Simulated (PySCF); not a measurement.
Unknown compound

The spectra below were simulated for a compound C₄H₈BFO₂.

¹H NMR (400 MHz, computed): δ 4.64 (m, 1H), 3.62 (br s, 2H), 2.26 (m, 1H), 2.07 (m, 1H), 1.69 (m, 1H), 1.64 (m, 1H), 1.50 (m, 1H).

¹³C{¹H} NMR (computed): δ 91.5 (CH, d, J = 281.1 Hz), 36.3 (CH2, d, J = 17.0 Hz), 36.2 (CH, d, J = 15.3 Hz), 13.9 (CH2, d, J = 19.7 Hz).

[PySCF 2.14.0 with density-fitted response routines: J couplings at B3LYP/pcJ-1 (spin–dipole term only in couplings to heteroatoms); σ from GIAO-KT2/pcSseg-1; geometry from PBE0-D3(BJ)/def2-SVP; one conformer; one averaged value for each set of equivalent atoms; no solvent model; no relativistic terms]

δ = σ(ref) − σ, references computed at the same level: TMS for ¹H (σ = 31.18 ppm) and ¹³C (σ = 183.22 ppm).

Problem. Deduce the structure.

Solution. 
4 carbon signals for 4 carbons: no two carbons are equivalent. Carbon types of the structure: 2 × CH, 2 × CH2, leaving 2 H on heteroatoms. δC 91.5: sp3 CH bonded to F; pulled downfield by the heteroatom. δC 36.3, 13.9: sp3 CH2 in a ring; a saturated carbon with 2 carbon neighbours and no heteroatom attached. δC 36.2: sp3 CH bonded to B. δH 4.64: hydrogen on an sp3 CH bonded to F; its carbon carries F, an electronegative neighbour. δH 3.62: hydrogen on an oxygen bonded to B; labile proton, position sensitive to the medium. δH 2.26, 2.07, 1.64, 1.50: hydrogen on an sp3 CH2 in a ring. δH 1.69: hydrogen on an sp3 CH bonded to B.

These data were computed for SMILES OB(O)[C@@H]1CC[C@H]1F.

The shifts were computed for this structure.

The OH or NH signal is concentration- and solvent-dependent in practice; the value given is the gas-phase one. A carbon bonded to boron is broadened by the quadrupolar boron nucleus and is often missing from a measured spectrum. Common functionals overestimate the size of one-bond C–F couplings by tens of Hz; these are unscaled. Splittings below 1 Hz are ignored in the labels, and close J values are merged. Unscaled 3J(H,H) at this level run about 10 % above measured values. Shifts are as computed. Against solution values, carbons near 30 ppm lie about +2 ppm off and those near 130 ppm about -5 ppm. Of 1309 compounds with measured shifts, 239 miss one by over three times the rms of a fit or turn the order of signals round; such compounds aren't used in these exercises. Vicinal couplings across rotatable single bonds and in flexible rings belong to the one computed conformer; a conformer average would change them.
